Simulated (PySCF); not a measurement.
## PmH3: umbrella curve

All numbers come from PBE0 in PySCF with Pm lcecp-1-TZVP with ECP50, H def2-TZVP; scalar-relativistic core potentials, no spin–orbit coupling; density-fitted integrals.

Rigid scan from the valence singlet (4f shell in the core) minimum (Pm–H 2.048 Å (×3); H–Pm–H 111.2° (×3)). Coordinate: angle between each bond and the threefold axis, bonds fixed. Energies in kJ/mol from the minimum.

```
angle of the bonds to the threefold axis (°)  E (kJ/mol)  dipole size (D)
                                          55        27.9             7.59
                                          60        13.3             6.90
                                          65         4.3             6.09
                                          70         0.4             5.13
                                          75         0.5             4.04
                                          80         2.9             2.81
                                          85         5.6             1.44
                                          90         6.7             0.00
```

With the bonds held, the planar shape lies 6.7 kJ/mol from the minimum.

The 4f shell sits in the core potential, so its spin is not counted.

Other isomers or separated fragments may lie lower.
